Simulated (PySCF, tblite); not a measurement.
Isomers of C5H10P2, one GFN2-xTB conformer each. Single-point energies are computed at PBE0/pcSseg-1 (PySCF, gas phase, no added dispersion term), electronic only.

```csv
SMILES,GFN2-xTB relative energy (kJ/mol)
PPC1=CCCC1,10.3
CC1=CCCP1P,5.4
C#CP(C)CCP,231.7
CC1=CCP(P)C1,0.0
C#CCP(C)CP,227.4
C=CCP(P)C=C,161.6
C=C/C=P/P(C)C,137.9
```

Conformers: `[PH2:1][PH:2][C:3]1=[CH:4][CH2:5][CH2:6][CH2:7]1` with H–P1–P2–C3 178° and 86°, P1–P2–C3–C4 -117°, C3–C4–C5–C6 -12°, C4–C5–C6–C7 19°, C5–C6–C7–C3 -19°, P2–C3–C7–C6 -168°; `[CH3:1][C:2]1=[CH:3][CH2:4][CH2:5][P:6]1[PH2:7]` with C5–P6–P7–H 174° and -95°, C2–C3–C4–C5 20°, C3–C4–C5–P6 -27°, C4–C5–P6–P7 -74°, C1–C2–P6–C5 168°; `[CH:1]#[C:2][P:3]([CH3:4])[CH2:5][CH2:6][PH2:7]` with C2–P3–C5–C6 51°, P3–C5–C6–P7 -171°, C5–C6–P7–H -44° and 48°; `[CH3:1][C:2]1=[CH:3][CH2:4][P:5]([PH2:6])[CH2:7]1` with C4–P5–P6–H 88° and 180°, C2–C3–C4–P5 14°, C3–C4–P5–P6 78°, C4–P5–C7–C2 19°, C1–C2–C7–P5 166°; `[CH:1]#[C:2][CH2:3][P:4]([CH3:5])[CH2:6][PH2:7]` with C2–C3–P4–C5 66°, C3–P4–C6–P7 -57°, P4–C6–P7–H -89° and 179°; `[CH2:1]=[CH:2][CH2:3][P:4]([PH2:5])[CH:6]=[CH2:7]` with C1–C2–C3–P4 -106°, C2–C3–P4–P5 71°, C3–P4–P5–H -173° and -81°, C3–P4–C6–C7 -123°; `[CH2:1]=[CH:2]/[CH:3]=[P:4]/[P:5]([CH3:6])[CH3:7]` with C1–C2–C3–P4 -177°, C3–P4–P5–C6 -93°.

Problem. What does PBE0/pcSseg-1 give for the same structures?

Solution. 
```json
{"SMILES": "CC1=CCP(P)C1", "PBE0/pcSseg-1 E (Eh)": "-878.69004", "PBE0/pcSseg-1 (kJ/mol)": "0.0", "GFN2-xTB (kJ/mol)": "0.0", "point group": "C1"}
{"SMILES": "CC1=CCCP1P", "PBE0/pcSseg-1 E (Eh)": "-878.68900", "PBE0/pcSseg-1 (kJ/mol)": "2.7", "GFN2-xTB (kJ/mol)": "5.4", "point group": "C1"}
{"SMILES": "PPC1=CCCC1", "PBE0/pcSseg-1 E (Eh)": "-878.67805", "PBE0/pcSseg-1 (kJ/mol)": "31.5", "GFN2-xTB (kJ/mol)": "10.3", "point group": "C1"}
{"SMILES": "C=C/C=P/P(C)C", "PBE0/pcSseg-1 E (Eh)": "-878.66393", "PBE0/pcSseg-1 (kJ/mol)": "68.5", "GFN2-xTB (kJ/mol)": "137.9", "point group": "C1"}
{"SMILES": "C=CCP(P)C=C", "PBE0/pcSseg-1 E (Eh)": "-878.64145", "PBE0/pcSseg-1 (kJ/mol)": "127.6", "GFN2-xTB (kJ/mol)": "161.6", "point group": "C1"}
{"SMILES": "C#CP(C)CCP", "PBE0/pcSseg-1 E (Eh)": "-878.62029", "PBE0/pcSseg-1 (kJ/mol)": "183.1", "GFN2-xTB (kJ/mol)": "231.7", "point group": "C1"}
{"SMILES": "C#CCP(C)CP", "PBE0/pcSseg-1 E (Eh)": "-878.61708", "PBE0/pcSseg-1 (kJ/mol)": "191.6", "GFN2-xTB (kJ/mol)": "227.4", "point group": "C1"}
```

Both levels put the same isomer lowest; measured from each level's own lowest isomer, the values differ by up to 69.4 kJ/mol (C=C/C=P/P(C)C: 137.9 against 68.5). As drawn, the lowest has a C=C bond outside aromatic rings, which the highest lacks; the highest has a C≡C bond, which the lowest lacks. Neighbours under 10 kJ/mol apart (CC1=CCP(P)C1 and CC1=CCCP1P; C#CP(C)CCP and C#CCP(C)CP) can change places with a better method, another conformer or zero-point energy.

Problem. Which frontier levels, dipoles and rotational constants go with these structures?

Solution. 
```
       SMILES  HOMO (eV, PBE0/pcSseg-1)  LUMO (eV)  dipole (D)       A, B, C (MHz)
 CC1=CCP(P)C1                     -6.30       0.25        1.01    2793, 1319, 1199
   CC1=CCCP1P                     -6.19      -0.20        0.91    2152, 1728, 1277
   PPC1=CCCC1                     -6.43      -0.25        1.04   3585, 1025, 926.2
C=C/C=P/P(C)C                     -6.29      -2.20        0.90  4347, 811.2, 751.6
  C=CCP(P)C=C                     -6.34      -0.32        0.48   2751, 1218, 970.8
   C#CP(C)CCP                     -6.60       0.09        0.67  2708, 908.5, 783.2
   C#CCP(C)CP                     -6.68       0.39        1.47  3135, 958.3, 903.1
```

Problem. What happens when harmonic zero-point energies from GFN2-xTB frequencies are added?

Solution. 
| SMILES | ZPE (kJ/mol) | electronic (kJ/mol) | with ZPE (kJ/mol) |
| --- | --- | --- | --- |
| CC1=CCP(P)C1 | 347.2 | 0.0 | 0.0 |
| CC1=CCCP1P | 348.5 | 2.7 | 4.0 |
| PPC1=CCCC1 | 346.9 | 31.5 | 31.1 |
| C=C/C=P/P(C)C | 348.8 | 68.5 | 70.2 |
| C=CCP(P)C=C | 338.4 | 127.6 | 118.8 |
| C#CP(C)CCP | 337.3 | 183.1 | 173.2 |
| C#CCP(C)CP | 334.4 | 191.6 | 178.7 |

The zero-point energies span 14.4 kJ/mol. The order is unchanged.

Problem. As an exercise, what shares would exp(−E/RT) give at 298.15 K from these electronic energies alone (no entropy, no degeneracies)?

Solution. RT = 2.479 kJ/mol: CC1=CCP(P)C1 74.9 %, CC1=CCCP1P 25.1 %, PPC1=CCCC1 under 0.1 %, C=C/C=P/P(C)C under 0.1 %, C=CCP(P)C=C under 0.1 %, C#CP(C)CCP under 0.1 %, C#CCP(C)CP under 0.1 %.
